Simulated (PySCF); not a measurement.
## Unknown compound

The spectra below were simulated for a compound C7H13F.

¹H NMR (300 MHz, computed): δ 5.94 (m, 1H), 5.31 (m, 2H), 1.96 (t, 2H), 1.60 (s, 3H), 1.37 (m, 2H), 1.06 (t, 3H).

¹³C{¹H} NMR (computed): δ 144.0 (C), 131.9 (CH), 85.5 (CH2), 48.9 (CH2), 28.8 (CH2), 18.5 (CH3), 17.2 (CH3).

PySCF 2.14 calculation with geometry: GFN2-xTB and PBE0/pcSseg-1 with gauge-including orbitals; a single conformation, no relativistic terms, one averaged value for each set of equivalent atoms, gas phase.

Shifts are taken against calculated references (same method and geometry level): ¹H (σref 31.72) and ¹³C (σref 186.93) vs TMS.

Problem. Which of these isomers gave the spectra?
A. CC(C)(C)[C@@H]1C[C@@H]1F
B. CCC/C(C)=C/CF
C. CCC/C(C)=C\CF
D. CC(C)(C)[C@@H]1C[C@H]1F

Solution. B. 

- The formula gives 1 degree of unsaturation (no ring in the answer).
- 7 carbon signals for 7 carbons: no two carbons are equivalent.
- Carbon types of the structure: 1 × C, 1 × CH, 3 × CH2, 2 × CH3, which accounts for all hydrogens.
- δC 144.0: fully substituted alkene carbon; an sp2 carbon of a C=C bond.
- δC 131.9: alkene CH; as expected for a trigonal carbon in a double bond.
- δC 85.5: allylic sp3 CH2 bonded to F; the inductive effect lowers its shielding.
- δH 5.31: hydrogen on an allylic sp3 CH2 bonded to F; its carbon carries F, hence the downfield position.
- δH 1.60: hydrogen on an allylic methyl carbon; allylic position.

The others: CCC/C(C)=C\CF has carbons computed at 144.9, 131.6, 84.8, 39.7, 27.0, 25.8, 17.4; CC(C)(C)[C@@H]1C[C@H]1F would give 5 carbon signals, not 7; CC(C)(C)[C@@H]1C[C@@H]1F would give 5 carbon signals, not 7.

Splittings by ¹⁹F in the carbon and heteronuclear signals aren't shown, as no couplings were computed. Shifts are as computed. Against solution values, carbons near 30 ppm lie about +3 ppm off and those near 130 ppm about +5 ppm. Of 1309 compounds with measured shifts, 239 miss one by over three times the rms of a fit or turn the order of signals round; such compounds aren't used in these exercises. No couplings were computed; multiplicities are counted from neighbouring protons, with m where these are inequivalent, close in shift, in a saturated or five-membered ring or joined by F or P, and br s for small geminal =CH2 splittings.
